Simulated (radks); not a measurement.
Results of a calculation; reference values are marked as such.
Task: Isoelectronic series with 3 electrons, all held in the configuration [He] 2s1, which need not be the ground one along the series. Code: a radial shooting solver on a logarithmic mesh with Libxc functionals. Model: scalar-relativistic Kohn-Sham, LDA (Slater exchange, Perdew-Wang correlation), spin-polarised, spherical densities, finite nucleus; open shells are filled with parallel spins first; Fermi nuclear charge, rms radius of each element as measured or else 0.836 A^(1/3) + 0.57 fm. Total energies (hartree) and mean radii <r> (bohr) (* marks an orbital that is empty in some or all of the ions):

ion,E (hartree),2s down*,2s up,1s down
Li,-7.34408,4.258,3.822,0.5882
Be+,-14.11746,2.375,2.265,0.4233
C3+,-34.41951,1.304,1.276,0.2708
N4+,-47.95127,1.068,1.050,0.2293
O5+,-63.74011,0.9045,0.8921,0.1989
F6+,-81.78887,0.7848,0.7758,0.1755
Ne7+,-102.10075,0.6932,0.6863,0.1571
Mg9+,-149.52835,0.5620,0.5577,0.1298
Al10+,-176.65223,0.5134,0.5098,0.1194
Si11+,-206.05553,0.4725,0.4695,0.1105
P12+,-237.74327,0.4376,0.4351,0.1028

Estimate the row of B2+.

Result: E (hartree) -23.14228; 2s down* 1.679; 2s up 1.629; 1s down 0.3303.
